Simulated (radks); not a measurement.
Problem. The mean radii <r> (bohr) of the occupied orbitals of an atom or ion are listed with their occupations. Calculated with a radial shooting solver on a logarithmic mesh with Libxc functionals: non-relativistic Kohn-Sham, exchange-only PBE, spin-polarised, spherical densities, point nucleus.

| orbital | occ. | <r> |
|---|---|---|
| 1s down | 1 | 0.07360 |
| 1s up | 1 | 0.07360 |
| 2s up | 1 | 0.3462 |
| 2s down | 1 | 0.3461 |
| 2p up | 3 | 0.3087 |
| 2p down | 3 | 0.3085 |
| 3s up | 1 | 1.081 |
| 3s down | 1 | 1.081 |
| 3p up | 3 | 1.167 |
| 3p down | 3 | 1.167 |
| 3d up | 1 | 1.600 |

Name the element and its charge. Open shells, if any, are filled with parallel spins first.

Solution. Z = 21, scandium, charge +2: Sc2+ in [Ar] 3d1. The 1s radius gives Z: for a bare nucleus <r> = 1.5/Z, 0.07143 bohr for Z = 21, and screening makes it slightly larger (0.07360 here). The occupations add up to 19, and the charge is Z minus that.
